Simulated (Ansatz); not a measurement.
Coupled-cluster diagnostics for the cluster Si₅Te₃, Ansatz.

Geometry of the singlet (PBE-D4/def2-SVP):

```xyz
8

Si   -1.055    0.386    0.477
Si   -1.915   -1.879    0.030
Si    0.629    1.997    0.094
Si   -1.528    2.547   -0.239
Si    1.008   -0.387    1.551
Te    2.903    1.240    0.596
Te   -0.776   -1.480   -2.327
Te    0.734   -2.424   -0.183
```

In the def2 sets Te takes a core potential; there is no spin–orbit coupling. Correlated methods freeze 37 core orbitals; core or outer-core shells of Te are correlated, in sets that lack core-valence functions. Another isomer (singlet) lies 1.34 eV lower at PBE0-D4/def2-TZVP; other spin states weren't run for this one.

(1) Estimate the CCSD(T) correlation energy, the shares of MP2 and (T), T1 and the reference's ⟨S²⟩ for: charge 0, singlet, own geometry in def2-SVP; and the rough time on 4 threads of Arm Neoverse V1 on a shared host.

Answers

(1) 
| state | basis | correlation (eV) | MP2 share (%) | (T) share (%) | T1 | ⟨S²⟩ (pure) | wall time |
| --- | --- | --- | --- | --- | --- | --- | --- |
| charge 0, singlet, own geometry | def2-SVP | -24.814 | 90.6 | 6.5 | 0.019 | 0.00 (0.00) | 90 s |
Customary marks for T1 are 0.02 (closed shells), 0.045 (open shells) and about 0.05 (3d metals). T1 stays under 0.02 throughout.
